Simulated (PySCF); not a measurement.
[Ti(NH2)3(H)], neutral singlet in the gas phase. 

Cartesian coordinates (Å):
```xyz
11

Ti     0.1500    -0.0250     0.1149
N     -0.8191     1.5112     0.5947
H     -1.8393     1.5410     0.4568
H     -0.4911     2.4384     0.8888
N      2.0012     0.1382     0.3902
H      2.5079     0.9577     0.0266
H      2.6768    -0.5356     0.7690
N     -0.5732    -1.6131     0.8103
H     -1.4481    -1.7749     1.3225
H     -0.1404    -2.5200     0.5846
H     -0.0396    -0.1593    -1.6051
```
Charge 0, multiplicity 1.

All levels are single points at this geometry (BP86-D3(BJ)/def2-SVP); Pople sets use spherical d functions. Orbital energies aren't observables, and empty levels follow the basis.

HF/STO-3G in PySCF gives dipole (D) = 1.48.

Q: Estimate the dipole (D) from each of these levels: PBE-D3(BJ)/def2-TZVP in PySCF; TPSSh-D3(BJ)/def2-TZVP in PySCF; B3LYP/3-21G in PySCF; B3LYP/6-311+G** (LANL2DZ on Ti) in PySCF; B3LYP/LANL2DZ in PySCF; BP86/6-31G* (LANL2DZ on Ti) in PySCF; M06-2X/6-31G* (LANL2DZ on Ti) in PySCF; HF/6-31G* (LANL2DZ on Ti) in PySCF.

A: 
```tsv
level	dipole (D)
PBE-D3(BJ)/def2-TZVP in PySCF	1.97
TPSSh-D3(BJ)/def2-TZVP in PySCF	1.92
B3LYP/3-21G in PySCF	2.25
B3LYP/6-311+G** (LANL2DZ on Ti) in PySCF	1.87
B3LYP/LANL2DZ in PySCF	2.12
BP86/6-31G* (LANL2DZ on Ti) in PySCF	2.47
M06-2X/6-31G* (LANL2DZ on Ti) in PySCF	2.14
HF/6-31G* (LANL2DZ on Ti) in PySCF	2.01
```
